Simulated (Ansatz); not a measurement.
ClHMoOS2 (`[OH][Mo](=[S])(=[S])[Cl]`) at its PBE0-D4/def2-TZVP geometry, where that method's forces vanish. The species carries charge 0 and has multiplicity 1. Mo takes the def2 core potential.

```xyz
6

O    -0.8582   -0.1103    1.2552
Mo    0.2940   -0.0659   -0.1941
S     1.3201   -1.8860   -0.2929
S    -0.7879    0.1922   -1.9650
Cl    1.7755    1.6054   -0.0054
H    -1.7436    0.2645    1.2022
```

What forces (eV/Å) does ωB97M-V/def2-TZVPP give on these atoms in Ansatz 0.2.0? (Estimate.)

The calculation gave: 
```
O1  -0.060  0.045  0.040
Mo2 -0.118 -0.419 -0.350
S3  -0.158  0.295  0.008
S4   0.179 -0.039  0.257
Cl5  0.113  0.138  0.029
H6   0.044 -0.020  0.015
```
